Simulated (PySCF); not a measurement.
A PySCF script (with the pyscf-properties extension) for the NMR shieldings of SMILES C=C[B-](C=C)(C=C)C=C, [C₈H₁₂B]-, on a GFN2-xTB geometry:

```python
import basis_set_exchange as bse
import numpy as np
from pyscf import gto, dft
from pyscf.prop import nmr

atoms = """
C     1.516965   -1.678817   -1.645961
C     1.417026   -1.070611   -0.474186
B     0.229732   -0.075356    0.012850
C     0.876369    1.073405    0.950937
C     0.589985    2.365873    0.951927
C    -0.779010   -1.016811    0.863534
C    -1.082956   -0.933004    2.149245
C    -0.510930    0.583900   -1.262594
C    -1.808205    0.616216   -1.523922
H     0.786296   -1.520302   -2.426670
H     2.319152   -2.367765   -1.907482
H     2.195859   -1.298188    0.257208
H     1.632494    0.747405    1.669056
H     1.057175    3.091939    1.616533
H    -0.147587    2.779016    0.278098
H    -1.239429   -1.835533    0.308049
H    -0.674800   -0.153697    2.777486
H    -1.756836   -1.620808    2.658979
H     0.139159    1.075758   -1.989136
H    -2.530322    0.162005   -0.860050
H    -2.239056    1.092319   -2.404372
"""
names = dict.fromkeys(["C", "B", "H"], "pcSseg-1")
basis = {el: gto.basis.parse(bse.get_basis(n, elements=[el], fmt="nwchem")) for el, n in names.items()}
mol = gto.M(atom=atoms, basis=basis, charge=-1, verbose=0)
mf = dft.RKS(mol, xc="PBE0")
mf.grids.level = 2
mf.grids.alignment = dft.numint.BLKSIZE   # the property module wants whole blocks of grid points
mf.conv_tol = 1e-9
mf.kernel()

calc = nmr.RKS(mf)   # GIAO
C = mf.mo_coeff
Co = C[:, mf.mo_occ > 0]
resp = mf.gen_response(singlet=True, hermi=2)
def vind(x):   # induced exchange potential for any number of trial vectors
    d = np.einsum("pi,xij,qj->xpq", C, 2 * x.reshape(-1, C.shape[1], Co.shape[1]), Co, optimize=True)
    return np.einsum("xpq,pi,qj->xij", resp(d - d.transpose(0, 2, 1)), C, Co, optimize=True).ravel()
mo1, _ = nmr.rhf.solve_mo1(calc, with_cphf=vind)
sigma = calc.kernel(mo1)
for i, s in enumerate(sigma):   # ppm
    w = np.linalg.eigvalsh((s + s.T) / 2)
    print("%2d %-2s iso %8.1f  s11 %8.1f  s22 %8.1f  s33 %8.1f" % (i, mol.atom_pure_symbol(i), w.mean(), *w))
```

Question: Give the expected output.

Answer: 
```
 0 C  iso     74.5  s11    -33.3  s22     99.2  s33    157.8
 1 C  iso      9.2  s11   -134.4  s22      6.9  s33    155.2
 2 B  iso    119.1  s11    118.0  s22    119.0  s33    120.2
 3 C  iso     11.7  s11   -129.5  s22      3.2  s33    161.4
 4 C  iso     71.0  s11    -39.5  s22     94.8  s33    157.8
 5 C  iso     10.1  s11   -129.1  s22      3.1  s33    156.3
 6 C  iso     72.3  s11    -37.1  s22     96.3  s33    157.8
 7 C  iso     11.4  s11   -130.1  s22     -0.6  s33    164.9
 8 C  iso     69.6  s11    -45.0  s22     95.9  s33    157.7
 9 H  iso     26.9  s11     24.8  s22     25.2  s33     30.8
10 H  iso     26.7  s11     23.8  s22     25.5  s33     30.8
11 H  iso     24.9  s11     19.7  s22     26.4  s33     28.4
12 H  iso     24.6  s11     19.5  s22     26.9  s33     27.4
13 H  iso     26.5  s11     23.4  s22     25.5  s33     30.6
14 H  iso     26.8  s11     24.6  s22     25.1  s33     30.7
15 H  iso     25.0  s11     19.4  s22     27.0  s33     28.5
16 H  iso     26.9  s11     24.9  s22     25.0  s33     30.9
17 H  iso     26.6  s11     23.4  s22     25.6  s33     30.8
18 H  iso     24.7  s11     19.3  s22     27.3  s33     27.6
19 H  iso     26.8  s11     24.6  s22     25.1  s33     30.7
20 H  iso     26.3  s11     22.9  s22     25.7  s33     30.5
```

These numbers come from an equivalent density-fitted implementation of the same equations, which agrees with the script to about 0.01 ppm for H and up to a few tenths of a ppm for heavy atoms, so last digits may differ.

Size and cost of the density-fitted run: 213 basis functions, 63 s wall time on 1 thread of an Arm Neoverse N1, shared host.
